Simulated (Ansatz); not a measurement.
A made-up structure of GeH3SO (charge -1), closed shell:

```tsv
atom	x (Å)	y (Å)	z (Å)
S1	0.2818	-1.9545	1.2099
O2	1.1325	-0.7903	0.1970
Ge3	-0.1021	0.3863	-0.2259
H4	-1.2599	-0.2226	-1.0502
H5	2.0449	-0.4732	0.1079
H6	-0.6708	1.1333	1.0028
```

It is relaxed with PBE-D4/def2-SVPD and then PBE0-D4/def2-TZVPD (Ansatz 0.2.0). Atoms count as bonded within 1.22 times the sum of their covalent radii (H–H: 0.88 Å). The end point is not checked to be a true minimum.

(1) Does its bonding change? (Judge from chemistry; the calculation decides.)

Answers

(1) By the calculation: No: no bond forms or breaks.

Where it ends: The first stage lowers the energy by 1.84 eV in 7 steps. It ends as GeH₃SO ([S][OH][GeH2]), total charge -1:
```csv
atom,x (Å),y (Å),z (Å)
S1,0.6381,-2.1028,1.4049
O2,0.9596,-0.8939,0.1169
Ge3,-0.0346,0.7646,-0.4588
H4,-1.2649,-0.0747,-1.0270
H5,1.8711,-0.6308,0.2565
H6,-0.7427,1.0165,0.9490
```

Labels in which every atom is bracketed show which atoms are joined, not bond orders.

For scale, one of the runs: PBE0-D4/def2-TZVPD relaxation, 167 basis functions, launched by `ansatz run in.yaml --threads 2 --pin off --events-out ev --progress --plain --max-ram 4352MiB`. Hardware: 2 CPU threads of an Arm Neoverse V1, shared host. Wall time about 37 s.
